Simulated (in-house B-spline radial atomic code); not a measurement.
**Removing one electron from Ta43+**

Closed shell [Ar] 3d10 4s2. Computed with an all-electron radial atomic-structure program (B-spline basis): Koopmans values of Dirac-Hartree-Fock plus a diagonal self-energy, in second order or with its direct term screened (direct RPA, with the hole-particle interaction, or full time-dependent Hartree-Fock), linearised in energy; no-pair Dirac-Coulomb Hamiltonian, finite nucleus. Shifts add to the Koopmans value (the ΔSCF shift is orbital relaxation alone); the final value takes TDHF screening with Breit and QED.

Command:
```bash
python run_mb.py task.json out
```
Settings (nuclear radius in fm, box in bohr, cutoff in hartree):
```
basis_form          2
Z                   73
core_configuration  [Ar] 3d10 4s2
rms_radius          5.3507
mass_number         181
speed_of_light      137.036
box_radius          2.807
lmax                7
intervals           57
virtual_cutoff      21316.0
```

Time taken, with all properties: 27 s on 1 thread of Arm Neoverse N1, on a shared host.

Energies in eV:

```
subshell  Koopmans  ΔSCF shift  second order  direct RPA  hole-particle  TDHF  Breit + QED  final
   4s1/2   2257.86      -0.274             ?           ?              ?     ?            ?      ?
```

(1) What does the self-energy do to 4s1/2?

## Answers

(1) It shifts the removal energy by 3.163 eV in second order, 2.365 with direct RPA, 2.689 with the hole-particle term and 2.884 with TDHF screening (quasi-particle weight 0.995); Breit and QED add -3.024 eV. The final value is 2257.72 eV, against 2254 ± 4 eV (NIST, tabulated theory).
